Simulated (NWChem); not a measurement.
Species: AlHIF; SMILES [F][AlH][I]

Results from NWChem. The geometry was optimised at PBE0/def2-SVP. Not confirmed as a minimum by frequencies. def2 effective core potentials on I; no spin-orbit coupling.

Diagonal of the polarisability tensor at PBE/def2-SVPD, static: 59.65, 77.11, 53.53 bohr³.

Task: Find the mean polarisability volume, the molar refraction, and the refractive index that an ideal gas of it would have at 273.15 K and 1 atm.

Result: 
1. Mean: one third of the trace = 63.43 bohr³ × 0.14818 Å³/bohr³ = 9.40 Å³.
2. Molar refraction (Lorentz-Lorenz): (4π/3) N_A α = 23.7 cm³/mol.
3. Number density p/kT = 2.687 × 10⁻⁵ Å⁻³; n − 1 = 2π N α = 15.87 × 10⁻⁴.
4. These hold the electronic response alone: vibrational and orientational terms add to the static dielectric constant.
